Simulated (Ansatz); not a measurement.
Ideal-gas functions of `O[CH2][AlH][Cl]` at 400 K and 1 bar, from an Ansatz frequency run at PBE0-D4/def2-TZVP.

Molar mass 94.48 g/mol, point group C1 (symmetry number 1), electronic degeneracy 1, moments of inertia 68.574, 190.792, 255.991 u Å². Harmonic wavenumbers (cm⁻¹, unscaled): 44, 100, 229, 337, 383, 493, 557, 656, 692, 1070, 1186, 1237, 1365, 1467, 1963, 2969, 3023, 3839.

Use S(trans) = R[1.5 ln M + 2.5 ln T − 1.1517]; rotational temperatures θ = 24.2544 K / I; S(rot) = R[ln(√π/σ · √(T³/θAθBθC)) + 1.5]; for each mode x = 1.438777 ν̃/T, S = R[x/(eˣ − 1) − ln(1 − e⁻ˣ)] and H = RT x/(eˣ − 1); 1 cm⁻¹ = 0.0119627 kJ/mol; R = 8.31446 J/(mol·K).

Problem. By hand: the entropy, in J/(mol·K).

Solution. Translation 171.7. Rotation: θ = 0.3537, 0.1271, 0.0947 K, giving 114.6. Vibration, mode by mode: 23.65, 16.86, 10.16, 7.21, 6.28, 4.56, 3.80, 2.87, 2.59, 0.88, 0.62, 0.54, 0.36, 0.27, 0.06, 0.00, 0.00, 0.00, in all 80.7. Electronic 0.0. Sum 367.0 J/(mol·K).

Problem. By hand: H − E and G − E in kJ/mol, counted from the electronic energy.

Solution. Zero-point energy ½ × 21610 × 0.0119627 = 129.3; thermal vibration 15.9; translation, rotation and pV give 4 RT = 13.3. H − E = 158.5 kJ/mol, and G − E = 158.5 − 400 × 367.0/1000 = 11.7 kJ/mol.

Vibration gives 22 % of the entropy, 40.5 J/(mol·K) of it from the modes under 150 cm⁻¹: soft modes count most, and the harmonic formula is weakest for them. The sum counts one conformer and one mirror image; others add a mixing term.
